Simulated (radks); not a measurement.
The numbers below are computed, except where a source is named.
Neutral lutetium inside a hard spherical wall (all orbitals vanish at R), configuration held at [Xe] 4f14 5d1 6s2 and not refilled when levels cross. Level of theory: scalar-relativistic Kohn-Sham, PBEsol, spin-polarised, spherical densities, point nucleus; open shells are filled with parallel spins first (spin-orbit coupling, left out, can overturn this in heavy ions) (a radial shooting solver on a logarithmic mesh with Libxc functionals). Eigenvalues in eV for spin up, with the zero of energy where the potential of the charges vanishes at infinity; a dash marks a level that is unbound or too diffuse for the functional's potential to be trusted. A positive occupied level is held by the wall or, in an anion where self-interaction has pushed it up, behind a barrier. The pressure on the wall is -dE/dV.

R (bohr),E (hartree),kinetic (hartree),e(5p),e(4f),e(6s),e(5d),"e(6p, empty)","e(7s, empty)",pressure (GPa)
free,-14558.8877,15909.319,-31.798,-9.625,-4.871,-1.977,-1.431,-,0
20,-14558.8877,15909.319,-31.798,-9.625,-4.871,-1.977,-1.431,-0.061,< 0.0001
12,-14558.8875,15909.321,-31.770,-9.596,-4.853,-1.952,-1.369,0.866,0.00334
7,-14558.8571,15909.509,-30.652,-8.456,-3.938,-0.954,0.374,8.414,1.48
6,-14558.8032,15909.766,-29.577,-7.343,-2.796,0.084,2.281,14.612,5.62
3.5,-14557.4964,15914.680,-20.847,2.470,15.683,11.217,28.908,82.660,357
3,-14556.0278,15920.160,-15.034,9.255,32.558,19.537,50.700,131.28,1150
2,-14540.7994,15972.783,27.473,51.649,161.13,77.682,199.20,426.91,23300
1.5,-14497.1810,16108.471,126.36,123.86,429.36,201.11,488.57,954.33,177000
